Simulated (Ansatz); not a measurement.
A run for Ansatz (a quantum-chemistry and plane-wave program): U-CCSD(T)/def2-TZVPP on SiW, 2S+1 = 7, a spin state set in the input, which need not be the lowest, a point of a bond scan (R = 2.496 Å). Elements past Kr take the def2 small-core potentials; no spin–orbit coupling.

Ansatz 0.2 input:
```yaml
crystal:
  periodic: [false, false, false]
  atoms:
    - {symbol: W, position_ang: [0.00000000, 0.00000000, 0.00000000]}
    - {symbol: Si, position_ang: [0.00000000, 0.00000000, 2.49601800]}
basis:
  gaussian:
    orbitals: def2-TZVPP
magnetization: {spin_polarized: true, initial_magnetization: 6}
correlation: {method: ccsd_t, electrons: valence}
output: {orbitals: {seedname: ./end}}
```

Program output:

```
WARN ansatz: RAYON_NUM_THREADS=1 ignored (pool sized by the plan → 1); use --threads N
Functional definition: HF
integrals: 0.16 GiB planned
623 factors; integrals over basis functions are off by at most 6.7e-4 eV
mean field: 0.25 GiB planned
mean field evaluation 1: about -9664.4535 eV, gradient 7.7e0 eV
mean field evaluation 2: about -9664.6608 eV, gradient 7.7e0 eV
mean field evaluation 4: about -9665.5865 eV, gradient 1.7e0 eV
mean field evaluation 8: about -9665.7796 eV, gradient 1.1e0 eV
mean field evaluation 16: about -9666.0817 eV, gradient 1.7e-1 eV
mean field evaluation 32: about -9666.2424 eV, gradient 2.4e-1 eV
mean field evaluation 64: about -9665.2846 eV, gradient 8.8e-1 eV
mean field evaluation 96: about -9664.1685 eV, gradient 1.2e-2 eV
mean field evaluation 128: about -9665.2582 eV, gradient 3.9e-4 eV
mean field evaluation 160: about -9665.7149 eV, gradient 4.7e0 eV
mean field evaluation 192: about -9666.2025 eV, gradient 6.5e-1 eV
mean field evaluation 224: about -9665.2582 eV, gradient 2.4e-3 eV
mean field evaluation 256: about -9665.8689 eV, gradient 9.6e-1 eV
mean field evaluation 288: about -9662.9704 eV, gradient 6.4e0 eV
mean field evaluation 320: about -9666.0826 eV, gradient 3.2e-3 eV
mean field evaluation 352: about -9666.0826 eV, gradient 1.4e-5 eV
mean field evaluation 384: about -9664.9616 eV, gradient 3.8e-1 eV
mean field evaluation 416: about -9665.6083 eV, gradient 4.6e0 eV
mean field evaluation 448: about -9666.1050 eV, gradient 5.5e-4 eV
mean field evaluation 480: about -9665.3106 eV, gradient 8.4e-1 eV
mean field evaluation 512: about -9666.2354 eV, gradient 2.7e-1 eV
mean field evaluation 544: about -9666.0494 eV, gradient 2.3e0 eV
mean field evaluation 576: about -9666.0543 eV, gradient 2.7e-1 eV
mean field evaluation 608: about -9665.6638 eV, gradient 3.0e0 eV
mean field evaluation 640: about -9662.9474 eV, gradient 1.2e1 eV
mean field evaluation 672: about -9661.8218 eV, gradient 1.2e1 eV
mean field evaluation 704: about -9666.2378 eV, gradient 1.3e-1 eV
mean field evaluation 736: about -9665.9757 eV, gradient 3.5e-1 eV
mean field evaluation 768: about -9666.1037 eV, gradient 7.7e-2 eV
mean field evaluation 800: about -9666.1048 eV, gradient 3.5e-2 eV
mean field evaluation 832: about -9664.9121 eV, gradient 1.0e0 eV
mean field evaluation 864: about -9665.4747 eV, gradient 2.4e0 eV
mean field evaluation 896: about -9665.6390 eV, gradient 6.6e-1 eV
mean field evaluation 928: about -9666.0781 eV, gradient 1.0e-1 eV
mean field evaluation 960: about -9665.2326 eV, gradient 3.6e-1 eV
mean field evaluation 992: about -9664.9156 eV, gradient 6.5e-1 eV
mean field evaluation 1024: about -9665.4713 eV, gradient 2.8e0 eV
mean field evaluation 1056: about -9664.3147 eV, gradient 1.3e0 eV
mean field evaluation 1088: about -9665.0944 eV, gradient 3.3e-1 eV
mean field evaluation 1120: about -9664.4290 eV, gradient 9.7e-1 eV
mean field evaluation 1152: about -9664.9173 eV, gradient 4.4e-1 eV
mean field evaluation 1184: about -9665.4129 eV, gradient 5.7e-1 eV
mean field evaluation 1216: about -9664.7311 eV, gradient 1.1e0 eV
mean field evaluation 1248: about -9664.9844 eV, gradient 4.8e-1 eV
mean field evaluation 1280: about -9664.8212 eV, gradient 6.1e-1 eV
mean field evaluation 1312: about -9664.7347 eV, gradient 1.9e0 eV
mean field evaluation 1344: about -9664.7772 eV, gradient 4.8e-1 eV
mean field evaluation 1376: about -9665.1037 eV, gradient 5.2e-1 eV
mean field evaluation 1408: about -9664.7493 eV, gradient 2.6e0 eV
mean field evaluation 1440: about -9663.1764 eV, gradient 1.2e1 eV
mean field evaluation 1472: about -9663.7983 eV, gradient 8.5e0 eV
mean field evaluation 1504: about -9663.8763 eV, gradient 7.8e0 eV
mean field evaluation 1536: about -9663.1324 eV, gradient 1.3e1 eV
mean field evaluation 1568: about -9661.1493 eV, gradient 1.3e1 eV
mean field evaluation 1600: about -9661.2922 eV, gradient 1.1e1 eV
mean field -9666.24564719 eV, -355.2279755177 hartree, gradient 2.7e-6 eV, S^2 12.641068; 34 other end points of the search recorded, 0 dependent functions left out
determinant -9666.24564719 eV, -355.2279755177 hartree, with singles and doubles -9677.46056814 eV, -355.6401162607 hartree
determinant -9666.10497306 eV, -355.2228058388 hartree, with singles and doubles -9677.00966722 eV, -355.6235459575 hartree
determinant -9666.08255638 eV, -355.2219820409 hartree, with singles and doubles -9677.65205375 eV, -355.6471532273 hartree
determinant -9665.55584507 eV, -355.2026257572 hartree, with singles and doubles -9676.36750898 eV, -355.5999470774 hartree
determinant -9665.26644157 eV, -355.1919903749 hartree, with singles and doubles -9676.80708927 eV, -355.6161013554 hartree
determinant -9665.25821968 eV, -355.1916882259 hartree, with singles and doubles -9676.82262813 eV, -355.6166723977 hartree
determinant -9665.21590052 eV, -355.1901330256 hartree, with singles and doubles -9675.97857681 eV, -355.5856540839 hartree
determinant -9665.11073244 eV, -355.1862681698 hartree, with singles and doubles -9676.49397105 eV, -355.6045944728 hartree
determinant -9664.93501592 eV, -355.1798107069 hartree, with singles and doubles -9676.04036061 eV, -355.5879245966 hartree
determinant -9664.16821343 eV, -355.1516312352 hartree, with singles and doubles -9675.26869268 eV, -355.5595663232 hartree
determinant -9666.24564719 eV, -355.2279755177 hartree, with singles and doubles -9677.61582562 eV, -355.6458218678 hartree
determinant -9666.08255638 eV, -355.2219820409 hartree, with singles and doubles -9677.66791904 eV, -355.6477362658 hartree
mean field evaluation 1632: about -9666.0826 eV, gradient 2.8e-6 eV
5 core orbitals not correlated
reference -9666.08255638 eV, -355.2219820409 hartree; 12, 6 occupied and 81, 87 virtual orbitals, 623 factors
second order -11.13514264 eV of doubles, -0.00000000 eV of singles
coupled cluster: 0.52 GiB planned
cycle   1  -11.58536445 eV  change   -1.8e-6 eV  update   3.7e-6
coupled cluster: 0.52 GiB planned
perturbative correction -0.58369706 eV, -0.0214504714 hartree
Total energy: -9678.25161789 eV, -355.6691868030 hartree
```

The run converged. Its determinant has ⟨S²⟩ = 12.20, a mixture of spin states.

Cost: very roughly 2.5 core-minutes.
